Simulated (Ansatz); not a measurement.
Molecule: sum formula GeOF2, net charge -1, doublet state. 
Coordinates optimised at B3LYP-D3(BJ)/def2-TZVP (Ansatz, a first-principles code):
```xyz
4

Ge    -0.1717     0.0161     0.2530
O     -1.1377    -1.2227    -0.4005
F      0.0231     1.4422    -0.8653
F      1.5986    -0.4126     0.3217
```
Charge -1, spin multiplicity 2.

Total electronic energies in hartree. Cores are frozen in the correlated levels unless marked. Open shells are spin-unrestricted. No spin-orbit coupling. The frozen core is the preceding noble-gas configuration, with the filled d and f shells of earlier blocks. Non-relativistic. CBS(X,Y): correlation extrapolated as X^-3; Hartree-Fock from the larger set. The bracket is a focal-point correction in the basis named.

```
level                                                                 program  energy (Eh)
-------------------------------------------------------------  --------------  -----------
HF/STO-3G                                                              Ansatz  -2321.50385
HF/aug-cc-pVDZ                                                         Ansatz  -2349.21110
PBE/def2-TZVPD                                                         Ansatz  -2351.60111
PBE0-D3(BJ)/def2-TZVPD                                         Ansatz + dftd3  -2351.63481
PBE0/def2-QZVPP                                                        Ansatz  -2351.68876
BHLYP/def2-TZVPD                                                       Ansatz  -2352.02995
r2SCAN0/def2-TZVPD                                                     Ansatz  -2351.97723
wB97X-V/def2-TZVPD                                                     Ansatz            …
B2GP-PLYP/def2-TZVPD                                                   Ansatz  -2351.42170
B2PLYP-D3(BJ)/def2-TZVPD                                       Ansatz + dftd3  -2351.61784
SCS-MP2/aug-cc-pVDZ                                                    Ansatz  -2349.89563
CCSD/STO-3G                                                            Ansatz  -2321.60090
CCSD/cc-pVDZ                                                           Ansatz  -2349.81080
CCSD(T)/aug-cc-pVDZ                                                    Ansatz  -2349.95520
RI-MP2/CBS(aug-cc-pVTZ,aug-cc-pVQZ)+[CCSD(T)-MP2]/aug-cc-pVDZ          Ansatz   -2350.4005
```

Question: What belongs in the gaps?

Answer: 
- wB97X-V/def2-TZVPD, energy (Eh): -2351.87761
